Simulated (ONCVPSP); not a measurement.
# What the settings do to the ONCV potential of chromium

Base potential:

* Element: chromium
* Generator: ONCVPSP 4.0.1
* Type: optimised norm-conserving Vanderbilt (ONCV)
* Functional: PBE
* Relativity: fully relativistic
* Frozen core: [Ne]
* Valence charge: 14
* Reference configuration: 3s2 3p6 3d4 (charge +2)
* Partial waves: 3s: rc 1.25 bohr, ncon 3, nbas 7, qcut 9.4 1/bohr, 1 projector; 3p: rc 1.40 bohr, ncon 3, nbas 6, qcut 11.4 1/bohr, 2 projectors, debl 4 Ha; 3d: rc 1.10 bohr, ncon 4, nbas 9, qcut 14.5 1/bohr, 3 projectors, debl 1.5 Ha
* Local potential: polynomial inside 0.80 bohr (lpopt 3, dvloc0 0 Ha)
* Core correction: none

Open shells are filled in proportion to 2j + 1.

Cutoffs, loose and tight: the cutoffs (Ha) at which the residual kinetic energy of the hardest occupied pseudo-wave falls to 1 and 0.1 mHa per electron. They do not see the model core or the augmentation charge, which bear on the density cutoff. Test errors are all-electron minus pseudo excitation energies from the reference, over the configurations 3s2 3p6 3d5 4s1; 3s2 3p6 3d5; 3s2 3p6 3d3; 3s2 3p6 3d4 4s1 4p1. A dash means not determined; rows that change the core or the reference have their own tests. The largest error is taken over the tests solved by every variant that gives reliable tests at all: 3s2 3p6 3d3; 3s2 3p6 3d4 4s1 4p1; 3s2 3p6 3d5.

| change | outcome | cutoff, loose | cutoff, tight | bound ghosts | GHOST(+) flags above zero | largest test error (meV) |
| --- | --- | --- | --- | --- | --- | --- |
| base | generated | 75 Ha | 86 Ha | none | none | +267 |
| all radii scaled by about 0.78 (s 0.98, p 1.08, d 0.86 bohr); local potential polynomial inside 0.62 bohr (lpopt 3, dvloc0 0 Ha) | generated | 90 Ha | 107 Ha | none | d5/2, d3/2 | +197 |
| all radii scaled by about 0.85 (s 1.06, p 1.20, d 0.94 bohr); local potential polynomial inside 0.68 bohr (lpopt 3, dvloc0 0 Ha) | generated | 84 Ha | 96 Ha | none | none | +205 |
| all radii scaled by about 0.89 (s 1.12, p 1.24, d 0.98 bohr); local potential polynomial inside 0.72 bohr (lpopt 3, dvloc0 0 Ha) | generated | 81 Ha | 93 Ha | none | none | +218 |
| all radii scaled by about 1.07 (s 1.34, p 1.50, d 1.18 bohr); local potential polynomial inside 0.86 bohr (lpopt 3, dvloc0 0 Ha) | generated | 71 Ha | 82 Ha | none | none | +297 |
| all radii scaled by about 1.15 (s 1.44, p 1.62, d 1.26 bohr); local potential polynomial inside 0.92 bohr (lpopt 3, dvloc0 0 Ha) | generated | 67 Ha | 78 Ha | none | none | +332 |
| all radii scaled by about 1.25 (s 1.56, p 1.74, d 1.38 bohr); local potential polynomial inside 1.00 bohr (lpopt 3, dvloc0 0 Ha) | generated | 62 Ha | 73 Ha | none | none | +343 |

Task: What comes out with this change to the base: all radii scaled by about 1.20 (s 1.50, p 1.68, d 1.32 bohr); local potential polynomial inside 0.96 bohr (lpopt 3, dvloc0 0 Ha)?

Result: outcome: generated; cutoff, loose: 64 Ha; cutoff, tight: 75 Ha; bound ghosts: none; GHOST(+) flags above zero: none; largest test error (meV): +337.

Task: What comes out with this change to the base: all radii scaled by about 1.32 (s 1.66, p 1.84, d 1.46 bohr); local potential polynomial inside 1.06 bohr (lpopt 3, dvloc0 0 Ha)?

Result: outcome: generated; cutoff, loose: 57 Ha; cutoff, tight: 67 Ha; bound ghosts: none; GHOST(+) flags above zero: none; largest test error (meV): +351.

Task: What comes out with this change to the base: all radii scaled by about 0.96 (s 1.20, p 1.34, d 1.06 bohr); local potential polynomial inside 0.76 bohr (lpopt 3, dvloc0 0 Ha)?

Result: outcome: generated; cutoff, loose: 77 Ha; cutoff, tight: 88 Ha; bound ghosts: none; GHOST(+) flags above zero: none; largest test error (meV): +252.

Reading the sweep of the scale of all radii (base = 1) (base included, trends over the rows without a ghost): The loose cutoff falls from 90 Ha at 0.78 to 57 Ha at 1.32. A larger radius leaves more room for a smooth pseudo-wave, so fewer plane waves are needed; a smaller one forces it to follow the all-electron wave where it bends sharply. The median size of the test errors (rows with all tests solved) rises from 68.9 meV at 0.78 to 126.2 meV at 1.25. More of the atom is replaced by a form fitted at one configuration, so other configurations suffer as the radius grows.
